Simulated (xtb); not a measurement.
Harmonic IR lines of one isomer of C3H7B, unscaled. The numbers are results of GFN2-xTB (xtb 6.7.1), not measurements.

```
wavenumber (cm⁻¹)  relative intensity
-----------------  ------------------
561                               7.8
592                               100
713                               6.6
821                               5.4
909                               7.1
1004                               37
1072                              7.3
1318                              6.7
1633                               22
2854                               81
2933                               44
2973                              3.1
2983                               47
3023                               90
3035                               27
```

**Question.** Say which structure gives these lines.
A) `BC1CC1`
B) `B/C=C\C`
C) `B/C=C/C`
D) `[H]/B=C/CC`

**Answer.** D, `[H]/B=C/CC`
